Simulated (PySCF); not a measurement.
The third ionisation energy along the 4d series

Calculated with PySCF 2.14 from differences of total energies of unrestricted determinants, without spin-orbit coupling. Values in eV. The last column holds reference values (NIST; (s) semi-empirical, (t) theoretical, else measured). Unmarked ones compare directly (S terms, centres of terms, or small fine structure); those marked * lie between the lowest fine-structure levels and include a spin-orbit shift.

| element | configurations | UHF | MP2 (valence and next inner shell) | SCS-MP2 (valence and next inner shell) | reference |
| --- | --- | --- | --- | --- | --- |
| Zr (aug-cc-pwCVTZ-DK, spin-free X2C) | [Kr] 4d2 → [Kr] 4d1 | 22.381 | 22.967 | 22.871 | 23.170 (s) * |
| Nb (aug-cc-pwCVTZ-DK, spin-free X2C) | [Kr] 4d3 → [Kr] 4d2 | 24.207 | 25.068 | 24.839 | 25.04 (s) * |
| Rh (aug-cc-pwCVTZ-DK, spin-free X2C) | [Kr] 4d7 → [Kr] 4d6 | 29.334 | 30.752 | 30.758 | 31.06 (s) * |
| Pd (aug-cc-pwCVTZ-DK, spin-free X2C) | [Kr] 4d8 → [Kr] 4d7 | 31.112 | 32.880 | 32.759 | 32.93 (s) * |

"Valence" correlates the outer s and p shells and, in groups 3 to 12 and the f block, the outer d or f shell, open or full, or the next shell where the ion has no valence electron left; the wider scheme adds the next inner shell.
